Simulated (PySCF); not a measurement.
## Radial density of C⁺ (carbon, charge +1)

UHF, [He] 2s2 2p1, 2P determinant. Calculation: PySCF 2.14, in x2c-QZVPPall with one added diffuse shell each of s, p, d, f type (8s5p4d3f1g, 73 functions); scalar relativity by spin-free X2C-1e.

| r (bohr) | 4πr²ρ (e/bohr) | 4πr²(ρα − ρβ) |
| --- | --- | --- |
| 0.00495 | 0.03841 | 0.0000 |
| 0.00832 | 0.1035 | 0.0000 |
| 0.0140 | 0.2715 | 0.0001 |
| 0.0236 | 0.6820 | 0.0002 |
| 0.0396 | 1.587 | 0.0006 |
| 0.0666 | 3.250 | 0.0018 |
| 0.112 | 5.376 | 0.0060 |
| 0.189 | 6.241 | 0.0245 |
| 0.317 | 4.090 | 0.0998 |
| 0.533 | 1.545 | 0.3175 |
| 0.897 | 1.846 | 0.6210 |
| 1.51 | 1.768 | 0.5367 |
| 2.54 | 0.4116 | 0.1303 |
| 4.27 | 0.01212 | 0.0048 |
| 7.18 | 1.340e-05 | 0.0000 |

Densities and radii are taken from the X2C orbitals without a picture-change correction, which distorts them close to the nucleus.
